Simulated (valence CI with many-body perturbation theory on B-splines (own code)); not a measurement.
Hyperfine factors and g values of In¹⁰⁺

Level of theory: valence CI with perturbative core correlation (CI+MBPT): three valence electrons over a frozen Dirac-Fock core [Kr], a basis of 7 s, 7 p, 8 d, 6 f, 4 g, 1 h functions for each j, with the one-electron correlation potential Σ1 (screened to all orders), the two-electron term Σ2, the three-electron term Σ3, Breit, model QED; selected single and double excitations, second order for the rest, scaled by the run's own slope (own B-spline code, finite nucleus).

No measured levels were compared; by estimate terms of the open shell hold to 2 to 4 % of their energy, and close levels can change places. Excitations out of the core, of the other parity, are not computed and may begin above about 49.4 eV (a cautious bound); beyond it only levels of the ground parity were kept, without lifetimes.

A/g_I is the dipole constant over the nuclear g factor μ/I (μ in nuclear magnetons, uniformly magnetised nucleus), B/Q the quadrupole constant per barn. Both hold the static response of the core; the bare values leave it out. Large factors of s and p1/2 electrons are usually good to 5 to 10 %; those of open d and f shells near neutrality can be off by tens of per cent, and small factors of p3/2, d and f electrons come from cancelling terms and can be off by a factor of two or in sign, in half-filled shells by more. B is blank for J = 1/2, where it vanishes, and for nearly pure S terms. Energies count from the lowest level.

Names give the largest LS component (configuration and term), which can be under half, so a name can repeat, a term be missing and a line seem to break the LS rules; names also repeat where a configuration has a term twice. Letters in brackets count levels of one name in rising energy.

```
         Level  E (cm⁻¹)      g  A/g_I (MHz)  A/g_I bare  B/Q (MHz/b)  B/Q bare
    4d3 4F_3/2         0  0.429         3250        2700         -797      -739
    4d3 4F_5/2      4717  1.032         1610        1600         -703      -657
    4d3 4F_7/2      9565  1.223         1180        1340         -801      -754
    4d3 4F_9/2     13954  1.297         1130        1360         -888      -839
    4d3 4P_3/2     20757  1.519          909        1350        -1290     -1200
    4d3 4P_1/2     22239  2.338        -2640       -1480                       
    4d3 2G_7/2     27060  0.907         1980        1850         1060       993
    4d3 2H_9/2     28037  1.029         1710        1700         2440      2260
    4d3 4P_5/2     28926  1.581       -0.698         483         1750      1620
4d3 2D_3/2 [a]     33729  1.148         1510        1600        -1800     -1670
    4d3 2P_1/2     35924  0.996         62.5       -7.68                       
   4d3 2H_11/2     38017  1.090         1540        1590         3930      3650
    4d3 2G_9/2     40466  1.026         1390        1370         1750      1630
4d3 2D_5/2 [a]     41702  1.206         1260        1410        -1080     -1000
    4d3 2P_3/2     46907  1.167         1210        1320          227       213
    4d3 2F_7/2     53042  1.137         1490        1580         1100      1030
    4d3 2F_5/2     53504  0.877         1650        1490         2040      1900
4d3 2D_5/2 [b]     81890  1.187         1080        1210         2120      1970
4d3 2D_3/2 [b]     82059  0.800         2760        2550         2330      2160
 4d2 5s 4F_3/2    473430  0.419        -5220       -4810          521       487
 4d2 5s 4F_5/2    476140  1.017         8080        7440          502       468
 4d2 5s 4F_7/2    482390  1.232         6750        6330          883       816
 4d2 5s 2F_5/2    487770  0.903        -1050        -842          985       920
 4d2 5s 4F_9/2    488830  1.325         6050        5750         1510      1400
 4d2 5s 4P_1/2    496190  2.594        32700       30400                       
 4d2 5s 2F_7/2    497060  1.126        -2460       -1990         1650      1530
 4d2 5s 4P_5/2    498200  1.394         9780        9140        -1320     -1240
 4d2 5s 4P_3/2    498750  1.515         5020        4870         1200      1110
 4d2 5s 2D_3/2    502210  1.106         1480        1510         -732      -682
 4d2 5s 2P_1/2    507400  0.748        -3480       -3300                       
 4d2 5s 2D_5/2    509950  1.371         9770        9090        -1500     -1390
 4d2 5s 2G_9/2    511530  1.119         6460        5990         5240      4880
 4d2 5s 2G_7/2    512030  0.909        -3070       -2680         4630      4320
 4d2 5s 2P_3/2    515240  1.224        -6750       -5800        -1570     -1460
 4d2 5s 2S_1/2    552550  1.995        44400       40500
```

Q: Take the isotope of mass number 113, with I = 9/2, μ = 5.5208 μN and Q = 0.761 b. What is the hyperfine structure of 4d3 4F_3/2?

A: From the table A = 3990 MHz, B = -606 MHz. Shifts from the centre of gravity in MHz: F = 3: -33200, F = 4: -16800, F = 5: 3240, F = 6: 26800.
